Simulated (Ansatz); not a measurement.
ClH₄SiSn, SMILES `[SiH3][SnH][Cl]` radical. Charge 0, multiplicity 2. Correlated methods include outer-core shells of Sn, which these sets cover unevenly. Sn: def2 effective core potential.

Cartesian coordinates in Å:
```
Si 1.013 0.089 0.508
Sn -0.896 -0.392 -1.179
Cl -2.660 -1.201 0.157
H 2.180 0.620 -0.244
H 1.372 -1.196 1.156
H 0.576 1.076 1.530
H -1.584 1.004 -1.928
```

Question: Give the diagnostics of a CCSD(T)/def2-TZVPP run (frozen core, the Gaussian-basis code of Ansatz). (Estimate.)

Answer: The calculation gave: T1 = 0.0149, largest single amplitude 0.038, largest double 0.023, (T) share of the correlation energy 3.3 %, 11 CCSD cycles. ⟨S²⟩ of the UHF reference is 0.760 against 0.75 for a pure state. T1 lies under the customary mark of 0.045 for open shells.
